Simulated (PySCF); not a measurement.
Molecule: tetrafluoroborate (SMILES F[B-](F)(F)F).

Bonds (- single, = double, # triple, : aromatic): F1-B2, B2-F3, B2-F4, B2-F5. Formal charges: B2 -1.

Total charge -1.

Frames of a GFN2-xTB Langevin trajectory at 400 K; GIAO PBE0/pcSseg-1 shieldings in PySCF 2.14.0 with density-fitted response routines, gas phase, non-relativistic; equivalent atoms averaged within each frame.

Scale: CFCl3 for ¹⁹F (170.95 ppm); ¹¹B (100.07 ppm) against BF3·OEt2 (reference shieldings calculated alike). The references are static minima.

How do the shifts (ppm) fluctuate along the trajectory?

Answers


```csv
time (fs),F1/F3/F4/F5,B2
optimised geometry,-177.6,-4.3
250,-172.2,-2.9
425,-173.6,-4.2
625,-168.1,-2.0
800,-175.3,-4.1
1000,-178.5,-5.0
mean of frames,-173.6,-3.6
standard deviation,3.8,1.2
```

5 frames give an uncertainty of the mean of about the standard deviation over 2.2 at best, since frames this close in time may not be independent; classical motion lacks zero-point vibration, and the reference would need the same averaging.
